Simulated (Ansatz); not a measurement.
Cost and result for the atomization energy of C$_{4}$H$_{8}$BF, SMILES `CC(C)=CBF` (14 atoms, 13 bonds).

```xyz
14

C     0.267   -1.610    0.804
C     0.080   -0.298    0.114
C     0.970   -0.092   -1.068
C    -0.824    0.602    0.548
B    -1.111    1.969   -0.072
F    -2.043    2.740    0.489
H     0.066   -2.436    0.114
H     1.307   -1.728    1.128
H    -0.384   -1.712    1.672
H     2.019   -0.147   -0.759
H     0.822   -0.899   -1.793
H     0.802    0.860   -1.565
H    -1.405    0.320    1.426
H    -0.566    2.431   -1.037
```

Charge 0, multiplicity 1. All single points use the PBE0-D4/def2-TZVP geometry. It is one conformer, not always the lowest. Program: Ansatz. All runs use 4 threads of an Arm Neoverse V1 on a shared host. Times are those of one run each, without the atoms' runs, and a repeat can differ threefold. Electronic energies, without spin–orbit coupling; frozen cores. CCSD(T)/CBS adds CCSD(T) − MP2 in def2-TZVPP to the MP2 limit, and its time is that of the two runs behind it. T1 = 0.012. B3LYP takes the VWN-RPA correlation (the form of Gaussian; ORCA's B3LYP/G).

CCSD(T)/CBS is a level of theory with its own doubt, some kJ/mol a heavy atom from the limit and from the frozen cores, so smaller differences don't rank the functionals.

| level | functions | wall time | atomization (kcal/mol) | difference from CCSD(T)/CBS | per bond |
| --- | --- | --- | --- | --- | --- |
| PBE-D4/def2-TZVPP (with forces) | 298 | 3.6 s | 1429.4 | 35.5 | 2.7 |
| PBE0-D4/def2-TZVPP | 298 | 3.7 s | 1408.8 | 14.9 | 1.1 |
| r2SCAN-D4/def2-TZVPP (with forces) | 298 | 6.5 s | 1404.9 | 11.0 | 0.8 |
| B3LYP-D4/def2-TZVPP (with forces) | 298 | 6.5 s | 1400.7 | 6.8 | 0.5 |
| B2PLYP/def2-TZVPP | 298 | 9 s | 1387.9 | -6.0 | -0.5 |
| ωB97X-V/def2-TZVPP | 298 | 10 s | 1397.3 | 3.4 | 0.3 |
| ωB97M-V/def2-TZVPP (with forces) | 298 | 17 s | 1401.6 | 7.7 | 0.6 |
| MP2/def2-QZVPP | 582 | 40 s | 1406.4 | 12.5 | 1.0 |
| CCSD(T)/def2-TZVPP | 298 | 18 min | 1365.2 | -28.7 | -2.2 |
| CCSD(T)/CBS(def2) | – | 19 min | 1393.9 | 0.0 | 0.0 |

From PBE to PBE0 (25 % exact exchange), in def2-TZVPP and without D4, the atomization energy moves by −19.7 kcal/mol: exact exchange takes away binding that semilocal exchange gives to molecules. The D4 term adds +9.7 kcal/mol with B3LYP and +5.1 kcal/mol with PBE0; it sums over pairs of atoms, weighted by their polarisabilities, and B3LYP, whose exchange is more repulsive, gets the larger term. In def2-TZVPP, CCSD(T) changes the Hartree–Fock value by +296.3 kcal/mol (the triples alone add +18.3 kcal/mol) and MP2 by +320.6 kcal/mol; breaking electron pairs costs correlation energy, which Hartree–Fock lacks.
